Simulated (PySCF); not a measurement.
**`C/N=C/C(F)(F)F` in a uniform electric field**

C3H4F3N.
Geometry (PBE0-D3(BJ)/def2-SVP, Å), atoms numbered from 1 in this order:
```xyz
11
C3H4F3N angstrom
C      1.8884    0.0300    0.2946
N      0.4913    0.0194    0.6129
C     -0.3484   -0.0202   -0.3212
C     -1.8281   -0.0264   -0.0297
F     -2.4094   -1.0473   -0.6709
F     -2.3903    1.0991   -0.4871
F     -2.0996   -0.1341    1.2585
H      2.1112    0.0162   -0.7899
H      2.3509    0.9216    0.7467
H      2.3682   -0.8395    0.7715
H     -0.0981   -0.0467   -1.4007
```

Level: B3LYP/def2-SVPD (PySCF); nuclei fixed, core orbitals frozen in the response. Permanent dipole (2.801, -0.018, -1.420) D (1 au = 2.5417 D). Static polarisability (au):

```
x   62.70  0.41  5.38
y    0.41 39.63  0.29
z    5.38  0.29 47.62
```

Only the terms in μ and α are kept: μ(F) = μ + αF and ΔE = −μ·F − ½ F·αF.

(1) Apply 0.005 au along ±x, ±y and ±z in turn. Tabulate induced and total dipoles and both energy terms.

(2) For the field (0.0005, -0.0030, -0.0030) au, what is the induced dipole, and what angle does it make with the field?

(3) At what field along the permanent dipole would the induced dipole along it equal the permanent one, in this linear picture?

(4) What field makes μF equal to kT at 100 K?

(5) Induction energy −ᾱe²/2R⁴ of a unit charge at 12 Å, the molecule taken as a point?

## Answers

(1) 
```tsv
field along	induced x (D)	induced y (D)	induced z (D)	total size (D)	−μ·F (kJ/mol)	−½F·αF (kJ/mol)
+x	0.797	0.005	0.068	3.843	-14.466	-2.058
−x	-0.797	-0.005	-0.068	2.496	+14.466	-2.058
+y	0.005	0.504	0.004	3.181	+0.093	-1.301
−y	-0.005	-0.504	-0.004	3.180	-0.093	-1.301
+z	0.068	0.004	0.605	2.983	+7.334	-1.563
−z	-0.068	-0.004	-0.605	3.401	-7.334	-1.563
```

(2) αF = (0.036, -0.304, -0.358) D, at 5.3° to the field. The polarisability along this direction, F·αF/F², is 43.22 au, against a mean of 49.98 au.

(3) The polarisability along the dipole is 55.27 au, so F = 1.2355 au / 55.27 au = 0.0224 au = 1.15 V/Å; higher-order terms are ignored.

(4) kT = 0.3167 × 10⁻³ Eh, so F = 0.000256 au = 1.32 MV/cm.

(5) R = 22.68 bohr, so the energy is −50.0/(2 × 22.68⁴) Eh = -0.248 kJ/mol. The charge–dipole term at its most favourable orientation, −μe/R², is -6.31 kJ/mol.

Isolated species at its PBE0-D3(BJ)/def2-SVP geometry, gas phase.

These values come from a run that also computed excited states. Hardware: one thread of an Arm Neoverse V2 (shared host). Cost: 26 s, 0.82 GiB resident at most.
